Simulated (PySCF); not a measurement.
**Spin-rotation constants: `[CH3][AlH][CH2]BBr`, C$_{2}$H$_{7}$AlBBr**

Geometry:
| atom | x (Å) | y (Å) | z (Å) |
| --- | --- | --- | --- |
| C1 | -1.870 | 0.766 | -0.075 |
| Al2 | -0.463 | -0.583 | 0.064 |
| C3 | 1.153 | -0.030 | 1.248 |
| B4 | 2.010 | -0.494 | 0.132 |
| Br5 | 1.437 | 0.194 | -1.667 |
| H6 | -1.489 | 1.793 | 0.041 |
| H7 | -2.641 | 0.607 | 0.698 |
| H8 | -2.377 | 0.702 | -1.052 |
| H9 | -0.690 | -2.117 | -0.280 |
| H10 | 1.296 | -0.472 | 2.241 |
| H11 | 0.827 | 1.020 | 1.279 |
| H12 | 2.809 | -1.389 | 0.066 |

Computed with PySCF, GIAO B3LYP/def2-SVP magnetisability, rotational g tensor and spin-rotation constants, non-relativistic, gas phase. Geometry: PBE0-D3(BJ)/def2-SVP.

The calculation is non-relativistic, which matters for the atoms heavier than Zn.

(1) Give the nuclear spin-rotation constants along the inertial axes (H = +C I·J) beside the isotropic shieldings.

Answers

(1) Rotational constants 3.6466, 1.7132, 1.3160 GHz. A star marks the isotopologue with that one atom substituted, in its own axes.
| atom | isotope | Caa (kHz) | Cbb (kHz) | Ccc (kHz) | mean (kHz) | σ (ppm) |
| --- | --- | --- | --- | --- | --- | --- |
| Al2 | 27Al | 2.104 | 1.045 | 0.669 | 1.273 | 433.1 |
| B4 | 11B | 0.917 | 0.709 | 0.255 | 0.627 | 55.0 |
| Br5 | 79Br | 5.731 | 1.601 | 1.289 | 2.873 | 2360.6 |
| H6 | 1H | -0.399 | -0.193 | -0.001 | -0.198 | 31.8 |
| H7 | 1H | 0.030 | -0.188 | -0.158 | -0.106 | 31.7 |
| H8 | 1H | -0.409 | -0.001 | -0.136 | -0.182 | 31.4 |
| H9 | 1H | -0.261 | -0.126 | 0.033 | -0.118 | 27.1 |
| H10 | 1H | -0.300 | 0.042 | -0.149 | -0.136 | 28.6 |
| H11 | 1H | -0.379 | -0.135 | 0.014 | -0.167 | 28.4 |
| H12 | 1H | -0.129 | -0.045 | -0.045 | -0.073 | 25.2 |
| C1 | 13C* | 0.373 | 0.176 | 0.123 | 0.224 | 195.4 |
| C3 | 13C* | 0.530 | 0.426 | 0.219 | 0.391 | 138.1 |

For the geometry as given, no vibrational averaging.
